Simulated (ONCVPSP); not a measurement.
**Before and after: ONCV potential for sulfur (S)**

```json
{
  "Element": "sulfur",
  "Generator": "ONCVPSP 4.0.1",
  "Type": "optimised norm-conserving Vanderbilt (ONCV)",
  "Functional": "PBEsol",
  "Relativity": "non-relativistic",
  "Frozen core": "[Ne]",
  "Valence charge": "6",
  "Reference configuration": "3s2 3p4",
  "Partial waves": "3s: rc 1.40 bohr, ncon 3, nbas 6, qcut 5.8 1/bohr, 3 projectors, debl 3.8 Ha; 3p: rc 1.15 bohr, ncon 3, nbas 8, qcut 8.3 1/bohr, 1 projector; d scattering state at 0.11 Ha: rc 1.50 bohr, ncon 4, nbas 7, qcut 6.4 1/bohr, 2 projectors, debl 1.5 Ha",
  "Local potential": "polynomial inside 1.05 bohr (lpopt 5, dvloc0 0 Ha)",
  "Core correction": "Teter function fitted to the true core (icmod 2), fcfact 0.6"
}
```

Change: s: ncon 5, nbas 8.

Cutoffs: the cutoffs (Ha) at which the residual kinetic energy of the hardest occupied pseudo-wave falls to 1 and 0.1 mHa per electron; they do not see the model core or the augmentation charge, which bear on the density cutoff. Errors are all-electron minus pseudo energies relative to the spin-unpolarised reference configuration.

Q: What does the change do?

A: The potential gets neither clearly harder nor softer (23 Ha and 38 Ha → 23 Ha and 43 Ha); a bound ghost appears in s, which as a rule spoils a file; the errors of the 4 common tests hardly move.

| quantity | base | changed |
| --- | --- | --- |
| cutoff, loose | 23 Ha | 23 Ha |
| cutoff, tight | 38 Ha | 43 Ha |
| loose cutoff by channel | s 13 Ha, p 23 Ha | s 13 Ha, p 23 Ha |
| bound ghosts | none | s |
| GHOST(+) flags under 300 eV | s at 299.4 eV | none |
| error for 3s2 3p3, meV [ΔE 11.75 eV] | +1.5 | +1.4 |
| error for 3s2 3p2, meV [ΔE 34.00 eV] | +18 | +17 |
| error for 3s2 3p1, meV [ΔE 68.01 eV] | +59 | +58 |
| error for 3s2 3p3.5, meV [ΔE 4.65 eV] | -0.3 | -0.4 |
| s: phases at 1.42 bohr within 0.05 rad from the reference energy up to (Ha; the scan ends near 5) | to the end of the scan | to the end of the scan |
| p: phases at 1.17 bohr within 0.05 rad from the reference energy up to (Ha; the scan ends near 5) | 1.2 | 1.2 |
| d: phases at 1.52 bohr within 0.05 rad from the reference energy up to (Ha; the scan ends near 5) | to the end of the scan | to the end of the scan |
| rms error of d²Exc/dni dnj with the model core, mHa | 0.70 | 0.66 |

 A true bound ghost makes a file unfit for plane-wave use even where its test errors are small: the radial tests pick states by their node count and pass the ghost by.
